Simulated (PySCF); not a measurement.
Level of theory: PBE-D3(BJ)/def2-TZVP // CAM-B3LYP-D3(BJ)/def2-SVP (PySCF). All species are isolated molecules in the gas phase. One relaxed conformer stands for a flexible species; it need not be the lowest. Excitations are Tamm–Dancoff values on a coarser integration grid. The basis has no diffuse functions, so Rydberg states are missing or too high.

Reference species (SMILES): `C[N](C)[In]([F])[F]` (C–N–In–F torsion 180°) (neutral, multiplicity 1).

The LUMO is -3.18 eV and the T1 excitation (TDA) is 2.14 eV.

Changed species: `[F][In]([F])[F]` (0 of 3 F replaced by N(CH3)2; the reference has 1 of 3 F replaced by N(CH3)2).

### Question
Predict the effect on the LUMO and T1 excitation (TDA).

### Answer
the LUMO drops by 1.26 eV, to -4.44 eV; the T1 excitation (TDA) rises by 2.36 eV, to 4.50 eV.
